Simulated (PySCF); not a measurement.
# Telling isomers of C$_{8}$H$_{12}$ClN apart by NMR

- geometry: GFN2-xTB
- GIAO PBE0/pcSseg-1 shieldings
- code: PySCF
- no solvent, rapidly exchanging positions averaged, non-relativistic, a single conformation

Chemical shifts δ = σref − σ; 1H (31.72 ppm) and 13C (186.93 ppm) against TMS, all at this level. Where no couplings were computed, multiplicities follow the n + 1 count of equivalent neighbours, and m marks all less simple cases (inequivalent or close neighbours, rings, F or P nearby). Shifts are as computed. Against solution values, carbons near 30 ppm lie about +3 ppm off and those near 130 ppm about +5 ppm; carbons on Cl a further +6 ppm. Of 1211 compounds with measured shifts, 218 miss one by over three times the rms of a fit or turn the order of signals round; such compounds aren't used in these exercises. Carbons bonded to Cl come out too deshielded.

(1) Tabulate the signals of `CN(C)C1=CCCC=C1Cl`, `C=C/C(=C/C=C\Cl)N(C)C` and their relative energies.

(2) What is the quickest way to tell CN(C)C1=CCCC=C1Cl from C=C/C(=C/C=C\Cl)N(C)C?

Results:

(1) 
| SMILES | carbon types | δC | δH | E rel. (kcal/mol) |
| --- | --- | --- | --- | --- |
| CN(C)C1=CCCC=C1Cl | 2×C 2×CH 2×CH2 2×CH3 | 152.6, 141.4, 133.8, 109.9, 43.3, 28.0, 25.8 | 6.29 (t, 1H), 4.92 (t, 1H), 2.56 (s, 6H), 2.17 (m, 2H), 2.15 (m, 2H) | 0.0 |
| C=C/C(=C/C=C\Cl)N(C)C | 1×C 4×CH 1×CH2 2×CH3 | 155.1, 146.8, 133.8, 125.9, 124.1, 111.0, 44.4 | 6.74 (m, 1H), 6.37 (m, 1H), 5.83 (d, 1H), 5.81 (d, 1H), 5.64 (m, 1H), 5.53 (m, 1H), 3.03 (s, 6H) | 20.4 |

Energies are electronic energies at PBE0/pcSseg-1 on these geometries, without zero-point or thermal terms, each for the one conformer computed, which needn't be the lowest.

(2) Both give the same number of carbon signals, but DEPT or the intensities differ. The first has an allylic sp3 CH2 at 28.0 ppm, the second a terminal =CH2 carbon at 125.9 ppm. Their most deshielded carbons lie at 152.6 and 155.1 ppm. In the proton spectra the most deshielded non-exchanging signals are 6.29 (t, 1H) and 6.74 (m, 1H).
